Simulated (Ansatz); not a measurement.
C$_{2}$H$_{8}$AlFSi, SMILES `C[Si](C)(F)[AlH2]`. Charge 0, multiplicity 1.

Cartesian coordinates in Å:
```
C -1.7589 0.2164 0.2524
Si 0.0438 0.4037 -0.2065
C 0.4993 -0.8694 -1.4953
F 0.1970 1.8579 -0.9124
Al 1.5540 0.4246 1.7650
H -2.3897 0.2866 -0.6388
H -2.0756 0.9892 0.9564
H -1.9406 -0.7576 0.7166
H 0.4043 -1.8785 -1.0834
H 1.5295 -0.7462 -1.8368
H -0.1613 -0.7940 -2.3640
H 2.7588 -0.6084 1.9057
H 1.3395 1.4758 2.9412
```

Problem. What are the harmonic wavenumbers in cm⁻¹ at PBE0-D4/def2-TZVP (Ansatz, finite differences of forces, unscaled)? (Best estimate.)

Solution. The calculation gave: 26i, 113, 119, 148, 168, 202, 230, 245, 384, 417, 540, 656, 683, 731, 767, 776, 782, 857, 871, 1269, 1276, 1437, 1441, 1445, 1455, 1895, 1905, 3041, 3042, 3121, 3124, 3135, 3135.
